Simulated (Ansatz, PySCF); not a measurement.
Noncovalent pair: HF (SMILES F) (first 2 atoms) with C2H2 (SMILES C#C); geometry from B3LYP-D3(BJ)/def2-TZVP, rigid monomers moved along the line of their centres of mass till H2···C3 is 3.92 Å.
(charge 0, multiplicity 1):
```csv
atom,x (Å),y (Å),z (Å)
F,-0.0325,-0.0116,0.3487
H,-0.0182,-0.0044,1.2833
C,0.2809,-0.5232,5.1567
C,-0.2043,0.5724,5.1557
H,0.7119,-1.4959,5.1656
H,-0.6350,1.5451,5.1629
```

Interaction energies are E(AB) − E(A) − E(B) at the monomers' geometry in the complex; basis-set methods are counterpoise corrected.

Frozen-core correlation. CBS(a, b) extrapolates the correlation energy as X⁻³ and adds the Hartree–Fock energy of set b.

The values were computed with Ansatz (Gaussian basis) for Hartree–Fock, density functionals and correlated methods; PySCF for the dispersion terms. Values without a source in brackets are computed.

PBE/def2-TZVPPD gives -0.90 kcal/mol for the interaction energy.

Task: How do the other levels lie against it? Give each less PBE: PBE-D3(BJ)/def2-TZVPPD, r2SCAN/def2-TZVPPD, PBE0/def2-TZVPPD, wB97M-V/def2-TZVPPD, MP2/CBS(aug-cc-pVDZ, aug-cc-pVTZ), CCSD(T)/CBS(aug-cc-pVDZ, aug-cc-pVTZ).

Result: PBE-D3(BJ)/def2-TZVPPD -0.12; r2SCAN/def2-TZVPPD 0.01; PBE0/def2-TZVPPD 0.00; wB97M-V/def2-TZVPPD -0.06; MP2/CBS(aug-cc-pVDZ, aug-cc-pVTZ) -0.01; CCSD(T)/CBS(aug-cc-pVDZ, aug-cc-pVTZ) -0.01 kcal/mol. 1 of 6 lie above PBE; the widest gap is to PBE-D3(BJ)/def2-TZVPPD.

Ansatz is an electronic-structure program.
